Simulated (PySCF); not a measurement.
The numbers are results of CAM-B3LYP-D3(BJ)/def2-SVP // PBE0-D3(BJ)/def2-SVP in PySCF, not measurements. Isolated molecules, 0 K electronic values unless said otherwise. One relaxed conformer stands for a flexible species; it need not be the lowest. Delta-SCF ions had no search for a lower state.  In the def2 sets, heavy atoms carry core potentials.

Reference species (SMILES): `[O](C)[Sn]([CH](C)C)([O]C)[O]C` (neutral, multiplicity 1).

```json
{
  "vertical ionisation energy (Delta-SCF)": "9.28 eV",
  "HOMO–LUMO gap": "9.19 eV",
  "HOMO": "-8.64 eV"
}
```

After one change: the vertical ionisation energy (Delta-SCF) goes up by 0.07 eV; the HOMO–LUMO gap increases by 0.10 eV; the HOMO drops by 0.05 eV.

Problem. Name the change that produced these shifts. The new species is one of these.
A. `C=C[CH2][Sn]([O]C)([O]C)[O]C`
B. `C[O][Sn]([O]C)([O]C)[C](C)(C)C`
C. `CCC[CH2][Sn]([O]C)([O]C)[O]C`
D. `C[O][Sn]([CH2]C(F)(F)F)([O]C)[O]C`

Solution. C, `CCC[CH2][Sn]([O]C)([O]C)[O]C`
